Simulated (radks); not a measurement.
The numbers below are computed, except where a source is named.
Ni, 28 electrons, occupied as [Ar] 3d8 4s2. Code: a radial shooting solver on a logarithmic mesh with Libxc functionals. Model: Dirac Kohn-Sham, PBE, spin-unpolarised, spherical densities, finite nucleus; open shells fill j = l - 1/2 first; Fermi nuclear charge, rms radius 3.7757 fm. Some entries of the table are withheld. Estimate them.

| orbital | occ. | eigenvalue (hartree) | r(max) (bohr) | <1/r> (bohr^-1) |
|---|---|---|---|---|
| 1s1/2 | 2 | -301.7150 | (1) | 28.09 |
| 2s1/2 | 2 | -36.06753 | 0.2046 | 6.098 |
| 2p1/2 | 2 | -31.45910 | 0.1630 | (2) |
| 2p3/2 | 4 | -30.81662 | 0.1657 | (3) |
| 3s1/2 | 2 | -4.07937 | 0.6395 | 1.924 |
| 3p1/2 | 2 | -2.67644 | 0.6419 | 1.792 |
| 3p3/2 | 4 | -2.59531 | 0.6496 | 1.763 |
| 3d3/2 | 4 | (4) | 0.6285 | (5) |
| 3d5/2 | 4 | (6) | 0.6313 | (7) |
| 4s1/2 | 2 | -0.20731 | 2.237 | 0.4649 |
| 4p1/2 | 0 | -0.04629 | 3.149 | 0.3029 |
| 4p3/2 | 0 | -0.04440 | 3.200 | 0.2977 |

Answer. 
(1) 1s1/2 r(max) (bohr): 0.03540
(2) 2p1/2 <1/r> (bohr^-1): 6.049
(3) 2p3/2 <1/r> (bohr^-1): 5.924
(4) 3d3/2 eigenvalue (hartree): -0.33070
(5) 3d3/2 <1/r> (bohr^-1): 1.365
(6) 3d5/2 eigenvalue (hartree): -0.32192
(7) 3d5/2 <1/r> (bohr^-1): 1.356
